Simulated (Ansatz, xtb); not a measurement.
Molecule: sum formula HSiOF$_{2}$ (charge +1, singlet). It need not be the lowest isomer of its formula. SMILES: [OH+]=[Si](F)F
Structure (B3LYP-D3(BJ)/def2-TZVP (Ansatz, a quantum-chemistry and plane-wave program) minimum search):
```xyz
5

Si    -0.0052     0.0012     0.0034
O      1.3820    -0.5640    -0.3881
F     -0.7051    -0.2496     1.3426
F     -0.7375     0.8744    -1.0142
H      2.0004    -1.1283     0.1026
```
Charge +1, spin multiplicity 1.

Harmonic wavenumbers from GFN2-xTB (xtb, at its own minimum), cm⁻¹: 209, 212, 299, 357, 484, 887, 1136, 1298, 3342.

Q: Give the harmonic wavenumbers at B3LYP-D3(BJ)/def2-TZVP (Ansatz, finite differences of forces, unscaled).

A: 301, 317, 341, 430, 640, 865, 1157, 1223, 3753 cm⁻¹. Zero-point energy 12.9 kcal/mol.

Q: From these and the geometry, give the ideal-gas thermochemistry at 298.15 K and 1 atm (rigid rotor, harmonic oscillator).

A: Point group Cs, rotational symmetry number 1. Rotational constants 7.797, 7.468, 3.815 GHz. S(trans) 39.17, S(rot) 24.78, S(vib) 5.43, S(elec, spin only) 0.00, S 69.4 cal/(mol K). H(298) - H(0) 3.44 kcal/mol; G - E(el) -4.3 kcal/mol.
